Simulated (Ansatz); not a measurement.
Relaxation of the cluster CuI2 with UKS PBE-D4/def2-TZVP.

```sh
$ ansatz run in.yaml --threads 4 --pin off --events-out ev --progress --plain --max-ram 3916MiB
```

```yaml
crystal:
  periodic: [false, false, false]
  atoms:
    - {symbol: Cu, position_ang: [0.001970, 0.000400, 0.000040]}
    - {symbol: I, position_ang: [-0.671750, -0.635570, 2.337280]}
    - {symbol: I, position_ang: [0.669780, 0.635180, -2.337320]}
basis:
  gaussian: {orbitals: def2-TZVP}
magnetization: {spin_polarized: true, initial_magnetization: 1}
hamiltonian: {xc: pbe, dispersion: d4}
scf: {lower_state_search: "off"}
output: {orbitals: {seedname: orbitals}}
relax: {f_tol: 0.02, max_steps: 100}
```

It took 9.5 s on 4 threads of Arm Neoverse N1 on a shared host.

Positions (Å) and forces (eV/Å) at steps 1, 2, 3 of 3:

```xyz
3
step=1 energy=-60838.3160 eV
Cu    0.002    0.000    0.000   -0.006   -0.003    0.008
I    -0.672   -0.636    2.337    0.225    0.212   -0.778
I     0.670    0.635   -2.337   -0.219   -0.209    0.770
3
step=2 energy=-60838.4154 eV
Cu    0.001    0.000    0.000   -0.002   -0.001    0.003
I    -0.639   -0.605    2.225   -0.025   -0.024    0.090
I     0.638    0.605   -2.225    0.027    0.025   -0.093
3
step=3 energy=-60838.4163 eV
Cu    0.000    0.000    0.000   -0.001    0.000    0.000
I    -0.642   -0.608    2.235    0.003    0.003   -0.009
I     0.641    0.608   -2.235   -0.002   -0.002    0.009
```

In the def2 sets I takes a core potential; there is no spin–orbit coupling. An occupied level of the charge 0 doublet lies above an empty one (by up to 0.01 eV), so this SCF solution is probably not the lowest. The gap within one spin of the charge 0 doublet nearly closes, so an electron or hole may be smeared out by delocalisation error. The relaxation made no stability test and no search for a lower SCF solution. The structure comes from a short search, and lower isomers may exist.
